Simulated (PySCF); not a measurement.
Br₂ClHOSi. Atoms are numbered in the order given.

```xyz
6

O     -1.6273    -0.7046    -1.1161
Si    -0.4514    -0.3240    -0.0414
Cl    -0.6851    -1.3714     1.7039
Br     1.4524    -0.8568    -0.9801
Br    -0.4948     1.8271     0.4494
H     -2.5337    -0.4742    -0.8838
```

Geometry optimised at PBE0-D3(BJ)/def2-SVP. This is a generated structure with no PubChem entry under its InChIKey; it may be hypothetical. Other conformers were not sampled.

Level of theory: PySCF with TDDFT-CAM-B3LYP/def2-SVPD.

Vertical excitations. Gas-phase values at a fixed geometry.

Estimate the UV-visible absorptions. (An estimate is asked for; the answer gives what the named calculation found.)


```
state  energy (eV)  λ (nm)      f                                                                  main pairs
-----  -----------  ------  -----  --------------------------------------------------------------------------
S1            6.50     191  0.014                                                              HOMO→LUMO 86 %
S2            6.68     186  0.014                                                            HOMO−1→LUMO 85 %
S3            6.89     180  0.026                                                            HOMO−2→LUMO 84 %
S4            7.25     171  0.031                                                            HOMO−3→LUMO 75 %
S5            7.80     159  0.009                                                            HOMO→LUMO+1 67 %
S6            7.83     158  0.043                     HOMO−4→LUMO 36 %, HOMO−1→LUMO+1 31 %, HOMO−2→LUMO+1 6 %
S7            7.93     156  0.038                                          HOMO−5→LUMO 63 %, HOMO−4→LUMO 11 %
S8            7.97     156  0.049  HOMO−4→LUMO 25 %, HOMO−1→LUMO+1 20 %, HOMO−2→LUMO+1 11 %, HOMO−5→LUMO 10 %
S9            8.20     151  0.003  HOMO−2→LUMO+1 35 %, HOMO−1→LUMO+1 17 %, HOMO→LUMO+2 9 %, HOMO−2→LUMO+2 6 %
S10           8.28     150  0.008       HOMO→LUMO+2 24 %, HOMO−6→LUMO 12 %, HOMO→LUMO+4 11 %, HOMO→LUMO+5 8 %
T1            6.03     205      0                                                              HOMO→LUMO 80 %
T2            6.22     199      0                                                            HOMO−1→LUMO 79 %
T3            6.39     194      0                                                            HOMO−2→LUMO 76 %
T4            6.72     184      0                                                            HOMO−3→LUMO 71 %
```
Triplets are in the Tamm–Dancoff approximation, which puts them higher than full response would, so one can lie above its singlet here.
